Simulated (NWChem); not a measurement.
System: BeGeH₄; SMILES [BeH][GeH3]

NWChem input:

```
start job
memory heap 200 mb stack 900 mb global 1100 mb
geometry units angstroms
  Be    -0.000265    -1.855993     0.002128
  H     -0.000743    -3.195843     0.002865
  Ge    -0.001269     0.354093     0.000598
  H      1.093037     0.951531    -0.913098
  H     -1.340554     0.948460    -0.491917
  H      0.241049     0.952369     1.405129
end
basis spherical
  * library def2-svp
end
dft
  xc becke88 lyp
  iterations 150
end
driver
  maxiter 120
end
task dft optimize
task dft freq
```

Parts of the log:

```
             Northwest Computational Chemistry Package (NWChem) 7.3.0
             --------------------------------------------------------

 C3  symmetry detected

                             Geometry "geometry" -> ""
                             -------------------------

 Output coordinates in angstroms (scale by  1.889725989 to convert to a.u.)

  No.       Tag          Charge          X              Y              Z
 ---- ---------------- ---------- -------------- -------------- --------------
    1 Be                   4.0000     0.00000000     0.00000000     1.94508172
    2 H                    1.0000    -0.00000000     0.00000000     3.28493166
    3 Ge                  32.0000     0.00000000     0.00000000    -0.26500503
    4 H                    1.0000     1.35649462    -0.43961927    -0.86169921
    5 H                    1.0000    -1.05896876    -0.95494917    -0.86169921
    6 H                    1.0000    -0.29752586     1.39456844    -0.86169921

 Effective nuclear repulsion energy (a.u.)      72.8844405356

      Symmetry information
      --------------------

 Group name             C3
 Group number              5
 Group order               3
 No. of unique centers     4

                                Z-matrix (autoz)
                                --------

 Units are Angstrom for bonds and degrees for angles

      Type          Name      I     J     K     L     M      Value
      ----------- --------  ----- ----- ----- ----- ----- ----------
    1 Stretch                  1     2                       1.33985
    2 Stretch                  1     3                       2.21009
    3 Stretch                  3     4                       1.54576
    4 Stretch                  3     5                       1.54576
    5 Stretch                  3     6                       1.54576
    6 Bend                     1     3     4               112.70701
    7 Bend                     1     3     5               112.70701
    8 Bend                     1     3     6               112.70701
    9 Bend                     2     3     4               112.70701
   10 Bend                     2     3     5               112.70701
   11 Bend                     2     3     6               112.70701
   12 Bend                     4     3     5               106.05048
   13 Bend                     4     3     6               106.05048
   14 Bend                     5     3     6               106.05048
   15 Torsion                  2     1     4     3         180.00000
   16 Torsion                  2     1     5     3        -180.00000
   17 Torsion                  2     1     6     3        -180.00000

                           NWChem Geometry Optimization
                           ----------------------------

 maximum gradient threshold         (gmax) =   0.000450
 rms gradient threshold             (grms) =   0.000300
 maximum cartesian step threshold   (xmax) =   0.001800
 rms cartesian step threshold       (xrms) =   0.001200
 fixed trust radius                (trust) =   0.300000
 source of zmatrix                         =   autoz

          -------------------
          Energy Minimization
          -------------------

 Using diagonal initial Hessian
 Scaling for Hessian diagonals: bonds = 1.00  angles = 0.25  torsions = 0.10

          --------
          Step   0

                                 NWChem DFT Module
                                 -----------------

 Summary of "ao basis" -> "ao basis" (spherical)
 ------------------------------------------------------------------------------
       Tag                 Description            Shells   Functions and Types
 ---------------- ------------------------------  ------  ---------------------
 Be                         def2-svp                 5        9   3s2p
 H                          def2-svp                 3        5   2s1p
 Ge                         def2-svp                12       32   5s4p3d

      Symmetry analysis of basis
      --------------------------

        a          25
        e+         18
        e-         18

  Rotation of axis

            General Information
            -------------------
          SCF calculation type: DFT
          Wavefunction type:  closed shell.
          No. of atoms     :     6
          No. of electrons :    40
           Alpha electrons :    20
            Beta electrons :    20
          Charge           :     0
          Spin multiplicity:     1
          Use of symmetry is: on ; symmetry adaption is: on
          Maximum number of iterations: 150
          AO basis - number of functions:    61
                     number of shells:    29
          Convergence on energy requested:  1.00D-06
          Convergence on density requested:  1.00D-05
          Convergence on gradient requested:  5.00D-04

              XC Information
              --------------
                    Becke 1988 Exchange Functional  1.000
              Lee-Yang-Parr Correlation Functional  1.000

             Grid Information
             ----------------
          Grid used for XC integration:  medium
          Radial quadrature: Mura-Knowles
          Angular quadrature: Lebedev.
          Tag              B.-S. Rad. Rad. Pts. Rad. Cut. Ang. Pts.
          ---              ---------- --------- --------- ---------
          Be                  1.05       49          10.0       434
          H                   0.35       45          11.0       434
          Ge                  1.25      112          10.0       590
          Grid pruning is: on
          Number of quadrature shells:   251
          Spatial weights used:  Erf1

      Superposition of Atomic Density Guess
      -------------------------------------

 Sum of atomic energies:       -2091.59433327

      Non-variational initial energy
      ------------------------------

 Total energy =   -2092.081821
 1-e energy   =   -3060.361002
 2-e energy   =     895.394740
 HOMO         =      -0.285664
 LUMO         =       0.015904

      Symmetry analysis of molecular orbitals - initial
      -------------------------------------------------

  Numbering of irreducible representations:

     1 a           2 e+          3 e-

  Orbital symmetries:

     1 a           2 a           3 a           4 e+          5 e+
     6 a           7 e+          8 e+          9 a          10 a
    11 e+         12 e+         13 a          14 e+         15 e+
    16 a          17 a          18 e+         19 e+         20 a
    21 e+         22 e+         23 a          24 e+         25 e+
    26 a          27 a          28 a          29 e+         30 e+

   convergence    iter        energy       DeltaE   RMS-Dens  Diis-err
 ---------------- ----- ----------------- --------- --------- ---------
 d= 0,ls=0.0,diis     1  -2093.8483206064 -2.17D+03  1.34D-02  1.90D-01
 d= 0,ls=0.0,diis     2  -2093.8683664623 -2.00D-02  3.04D-03  9.54D-02
 d= 0,ls=0.0,diis     3  -2093.8744278241 -6.06D-03  1.01D-03  5.84D-03
 d= 0,ls=0.0,diis     4  -2093.8746929871 -2.65D-04  5.29D-04  6.78D-04
 d= 0,ls=0.0,diis     5  -2093.8747804905 -8.75D-05  7.54D-05  1.82D-05
  Resetting Diis
 d= 0,ls=0.0,diis     6  -2093.8747837811 -3.29D-06  1.90D-05  6.22D-07
 d= 0,ls=0.0,diis     7  -2093.8747839539 -1.73D-07  3.83D-06  6.85D-09

         Total DFT energy =    -2093.874783953851
      One electron energy =    -3060.908517639809
           Coulomb energy =      977.497244206180
    Exchange-Corr. energy =      -83.347951055827
 Nuclear repulsion energy =       72.884440535605

 Numeric. integr. density =       39.999972156112

                  Occupations of the irreducible representations
                  ----------------------------------------------

                     irrep           alpha         beta
                     --------     --------     --------
                     a                10.0         10.0
                     e+               10.0         10.0
                     e-                0.0          0.0

                       DFT Final Molecular Orbital Analysis
                       ------------------------------------

 Vector   18  Occ=2.000000D+00  E=-2.900780D-01  Symmetry=e+
              MO Center=  2.6D-01, -3.7D-01, -6.2D-01, r^2= 2.4D+00
   Bfn.  Coefficient  Atom+Function         Bfn.  Coefficient  Atom+Function
  ----- ------------  ---------------      ----- ------------  ---------------
    47      0.357836  4 H  s                 26      0.321253  3 Ge px
    52     -0.281106  5 H  s                 29      0.202967  3 Ge px
    48      0.198237  4 H  s                 23     -0.195917  3 Ge px
    53     -0.155729  5 H  s                 57     -0.076730  6 H  s
    20      0.064162  3 Ge px                32      0.047605  3 Ge d -2

 Vector   19  Occ=2.000000D+00  E=-2.900780D-01  Symmetry=e+
              MO Center= -2.6D-01,  3.7D-01, -6.2D-01, r^2= 2.4D+00
   Bfn.  Coefficient  Atom+Function         Bfn.  Coefficient  Atom+Function
  ----- ------------  ---------------      ----- ------------  ---------------
    57      0.368893  6 H  s                 27      0.321253  3 Ge py
    52     -0.250897  5 H  s                 58      0.204362  6 H  s
    30      0.202967  3 Ge py                24     -0.195917  3 Ge py
    53     -0.138994  5 H  s                 47     -0.117996  4 H  s
    48     -0.065368  4 H  s                 21      0.064162  3 Ge py

[...]

      ----------------------
      Optimization converged
      ----------------------

  Step       Energy      Delta E   Gmax     Grms     Xrms     Xmax
  ---- ---------------- -------- -------- -------- -------- --------
@    4   -2093.87503575 -8.4D-08  0.00005  0.00002  0.00013  0.00025
                                     ok       ok       ok       ok

                                Z-matrix (autoz)
                                --------

 Units are Angstrom for bonds and degrees for angles

      Type          Name      I     J     K     L     M      Value     Gradient
      ----------- --------  ----- ----- ----- ----- ----- ---------- ----------
    1 Stretch                  1     2                       1.33586    0.00004
    2 Stretch                  1     3                       2.21327    0.00005
    3 Stretch                  3     4                       1.56236    0.00000
    4 Stretch                  3     5                       1.56236    0.00000
    5 Stretch                  3     6                       1.56236    0.00000
    6 Bend                     1     3     4               113.25697   -0.00000
    7 Bend                     1     3     5               113.25697   -0.00000
    8 Bend                     1     3     6               113.25697   -0.00000
    9 Bend                     2     3     4               113.25697   -0.00000
   10 Bend                     2     3     5               113.25697   -0.00000
   11 Bend                     2     3     6               113.25697   -0.00000
   12 Bend                     4     3     5               105.43431    0.00000
   13 Bend                     4     3     6               105.43431    0.00000
   14 Bend                     5     3     6               105.43431    0.00000
   15 Torsion                  2     1     4     3        -180.00000    0.00000
   16 Torsion                  2     1     5     3        -180.00000   -0.00000
   17 Torsion                  2     1     6     3        -180.00000   -0.00000

                         Geometry "geometry" -> "geometry"
                         ---------------------------------

 Output coordinates in angstroms (scale by  1.889725989 to convert to a.u.)

  No.       Tag          Charge          X              Y              Z
 ---- ---------------- ---------- -------------- -------------- --------------
    1 Be                   4.0000     0.00000000     0.00000000     1.95797490
    2 H                    1.0000     0.00000000    -0.00000000     3.29383913
    3 Ge                  32.0000     0.00000000     0.00000000    -0.25529714
    4 H                    1.0000     1.36548434    -0.44253270    -0.87220206
    5 H                    1.0000    -1.06598673    -0.96127778    -0.87220206
    6 H                    1.0000    -0.29949761     1.40381047    -0.87220206

 Effective nuclear repulsion energy (a.u.)      72.4751477708

      Symmetry information
      --------------------

 Group name             C3
 Group number              5
 Group order               3
 No. of unique centers     4

                Final and change from initial internal coordinates
                --------------------------------------------------

                                Z-matrix (autoz)
                                --------

 Units are Angstrom for bonds and degrees for angles

[...]

 Rotational Constants
 --------------------
 A=   2.706112 cm-1  (  3.893405 K)
 B=   0.302580 cm-1  (  0.435336 K)
 C=   0.302580 cm-1  (  0.435336 K)

 Temperature                      =   298.15K
 frequency scaling parameter      =   1.0000

 Zero-Point correction to Energy  =   18.603 kcal/mol  (  0.029646 au)
 Thermal correction to Energy     =   21.338 kcal/mol  (  0.034004 au)
 Thermal correction to Enthalpy   =   21.930 kcal/mol  (  0.034948 au)

 Total Entropy                    =   63.116 cal/mol-K
   - Translational                =   39.284 cal/mol-K (mol. weight =  86.9654)
   - Rotational                   =   19.212 cal/mol-K (symmetry #  =        3)
   - Vibrational                  =    4.620 cal/mol-K

 Cv (constant volume heat capacity) =   14.387 cal/mol-K
   - Translational                  =    2.979 cal/mol-K
   - Rotational                     =    2.979 cal/mol-K
   - Vibrational                    =    8.428 cal/mol-K

[normal modes left out]

 ----------------------------------------------------------------------------
 Normal Eigenvalue ||           Projected Infra Red Intensities
  Mode   [cm**-1]  || [atomic units] [(debye/angs)**2] [(KM/mol)] [arbitrary]
 ------ ---------- || -------------- ----------------- ---------- -----------
    1       -0.000 ||    0.000001           0.000         0.001       0.000
    2       -0.000 ||    0.000000           0.000         0.000       0.000
    3        0.000 ||    0.000018           0.000         0.017       0.004
    4        0.000 ||    0.000163           0.004         0.159       0.035
    5        0.000 ||    0.000165           0.004         0.160       0.036
    6        0.000 ||    0.000018           0.000         0.017       0.004
    7      340.260 ||    0.034368           0.793        33.504       7.431
    8      340.267 ||    0.034369           0.793        33.504       7.431
    9      508.207 ||    0.004639           0.107         4.522       1.003
   10      566.218 ||    0.047363           1.093        46.171      10.241
   11      566.219 ||    0.047362           1.093        46.171      10.241
   12      788.273 ||    0.114620           2.644       111.737      24.783
   13      868.026 ||    0.032826           0.757        32.000       7.098
   14      868.028 ||    0.032826           0.757        32.000       7.098
   15     2013.835 ||    0.066180           1.527        64.516      14.310
   16     2018.842 ||    0.128092           2.955       124.871      27.696
   17     2018.843 ||    0.128093           2.955       124.871      27.696
   18     2122.295 ||    0.161374           3.723       157.316      34.893
 ----------------------------------------------------------------------------
```

Level: BLYP/def2-SVP.
